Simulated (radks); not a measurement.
Yb IV, 67 electrons, occupied as [Xe] 4f12.5 6s0.5 (fractional occupations, a model configuration). Method: scalar-relativistic Kohn-Sham, PBE, spin-polarised, spherical densities, point nucleus; open shells are filled with parallel spins first (spin-orbit coupling, left out, can overturn this in heavy ions); computed with a radial shooting solver on a logarithmic mesh with Libxc functionals. Some entries of the table are withheld. Estimate them.

| orbital | occ. | eigenvalue (hartree) | <1/r> (bohr^-1) |
|---|---|---|---|
| 1s up | 1 | -2252.170 | 80.66 |
| 1s down | 1 | -2252.170 | 80.66 |
| 2s up | 1 | -382.7835 | 18.80 |
| 2s down | 1 | -382.7826 | 18.80 |
| 2p up | 3 | -337.4965 | 17.26 |
| 2p down | 3 | -337.4957 | 17.26 |
| 3s up | 1 | -87.45492 | 6.946 |
| 3s down | 1 | -87.42811 | 6.947 |
| 3p up | 3 | -73.80644 | 6.464 |
| 3p down | 3 | -73.77960 | 6.466 |
| 3d up | 5 | -57.19685 | 6.122 |
| 3d down | 5 | -57.17637 | 6.123 |
| 4s up | 1 | -18.41173 | 2.939 |
| 4s down | 1 | -18.35789 | 2.939 |
| 4p up | 3 | -13.92516 | 2.683 |
| 4p down | 3 | -13.87238 | 2.683 |
| 4d up | 5 | -8.02167 | 2.376 |
| 4d down | 5 | -7.96986 | 2.375 |
| 5s up | 1 | -3.30226 | 1.131 |
| 5s down | 1 | -3.27641 | 1.127 |
| 5p up | 3 | -2.22657 | 0.9528 |
| 5p down | 3 | -2.20541 | 0.9504 |
| 4f up | 7 | (1) | (2) |
| 4f down | 5.5 | (3) | (4) |
| 6s up | 0.5 | -0.94922 | 0.4469 |
| 6s down | 0 | -0.92077 | 0.4524 |

Answer. 
(1) 4f up eigenvalue (hartree): -1.53978
(2) 4f up <1/r> (bohr^-1): 1.821
(3) 4f down eigenvalue (hartree): -1.49208
(4) 4f down <1/r> (bohr^-1): 1.813
